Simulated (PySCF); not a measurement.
Species: C5H3FO.
InChI=1S/C5H3FO/c1-2-5(3-6)4-7/h1H,3H2

Torsions of this conformer, `[CH:1]#[C:2][C:3](=[C:4]=[O:5])[CH2:6][F:7]`: C2–C3–C6–F7 94°.

The closed-shell ground state was solved at several levels (PySCF, density fitting, gas phase, non-relativistic). Isolated species at its GFN2-xTB geometry (one conformer only).

```tsv
level	basis functions	HOMO (eV)	LUMO (eV)	gap (eV)	dipole (D)
CAM-B3LYP/def2-SVPD	170	-8.28	-0.64	7.64	1.76
B3LYP/pcJ-1	219	-6.75	-2.04	4.71	1.69
```

Estimate the row for PBE0/pcSseg-1, a basis of 134 functions; the other rows only guide the guess.

HOMO -6.97 eV, LUMO -1.81 eV, gap 5.16 eV, dipole 1.68 D.

Over all these levels, which gives the widest orbital gap and which the narrowest?

CAM-B3LYP/def2-SVPD (range-separated hybrid) has the widest, 7.64 eV, and B3LYP/pcJ-1 (global hybrid, 20 % exact exchange) the narrowest, 4.71 eV. Functional and basis both differ between the two, so the spread mixes both effects.

How far do the dipole and the HOMO energy spread over the levels?

The dipole runs from 1.68 to 1.76 D (mean 1.71 D) and the HOMO from -8.28 to -6.75 eV.
